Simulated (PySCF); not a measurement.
```xyz
5

B     -0.2576     1.2592     0.1058
C     -0.8168     0.0266     0.0174
B      0.7885     0.1706    -0.0009
H     -1.4018    -0.8734    -0.0439
H      1.6877    -0.5829    -0.0785
```

Charge 0, multiplicity 1.

Question: Give the Mulliken and meta-Löwdin atomic charges from TPSSh-D3(BJ)/def2-TZVP // B3LYP-D3(BJ)/def2-TZVP in PySCF 2.14.0.

Answer: 
| atom | Mulliken (e) | meta-Löwdin (e) |
|---|---|---|
| B1 | -0.40 | -0.03 |
| C2 | 0.06 | -0.18 |
| B3 | 0.08 | 0.01 |
| H4 | 0.18 | 0.16 |
| H5 | 0.09 | 0.04 |
